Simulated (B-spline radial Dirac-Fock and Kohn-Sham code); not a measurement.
## Photoemission from Ga²⁺ at 11100 eV, detector at θ = 54.7°, φ = 0°

System: gallium as Ga²⁺, configuration 1s2 2s2 2p6 3s2 3p6 3d10 4s1. These are calculated numbers from a B-spline atomic structure program; the model is Dirac-Hartree-Slater photoionisation with a Latter tail; cross sections with all multipoles, angular parameters from the dipole term and its interference with E2. Thresholds are orbital energies of the model. For linearly polarised light dσ/dΩ = σ/(4π) [1 + β P₂(cos θ) + (δ + γ cos²θ) sin θ cos φ], with θ from the polarisation vector and φ the angle between the beam and the projection of the electron momentum on the plane normal to the polarisation. The dipole factor is 1 + βP₂ and the non-dipole term is the rest of the bracket. Open shells are filled statistically over j.

| subshell | threshold (eV) | σ (kb) | β | γ | δ | dipole factor | non-dipole term | dσ/dΩ (kb/sr) |
| --- | --- | --- | --- | --- | --- | --- | --- | --- |
| 1s | 10352.6 | 18.7 | 2.00 | 0.04 | 0.000 | 1.002 | +0.011 | 1.51 |
| 2s | 1311.7 | 1.40 | 2.00 | 1.42 | 0.000 | 1.002 | +0.387 | 0.155 |
| 2p1/2 | 1171.4 | 0.371 | 0.88 | 1.57 | 0.196 | 1.001 | +0.588 | 0.0468 |
| 2p3/2 | 1142.9 | 0.667 | 0.87 | 1.57 | 0.196 | 1.001 | +0.588 | 0.0844 |
| 3s | 178.8 | 0.208 | 2.00 | 1.51 | 0.000 | 1.002 | +0.413 | 0.0234 |
| 3p1/2 | 132.1 | 0.0499 | 0.83 | 1.54 | 0.197 | 1.001 | +0.580 | 0.00628 |
| 3p3/2 | 128.3 | 0.0897 | 0.81 | 1.53 | 0.198 | 1.001 | +0.579 | 0.0113 |
| 3d3/2 | 48.24 | 0.00230 | 0.34 | 1.14 | 0.529 | 1.000 | +0.742 | 0.000319 |
| 3d5/2 | 47.72 | 0.00325 | 0.35 | 1.15 | 0.533 | 1.000 | +0.747 | 0.000452 |
| 4s | 30.42 | 0.00937 | 2.00 | 1.53 | 0.000 | 1.002 | +0.416 | 0.00106 |
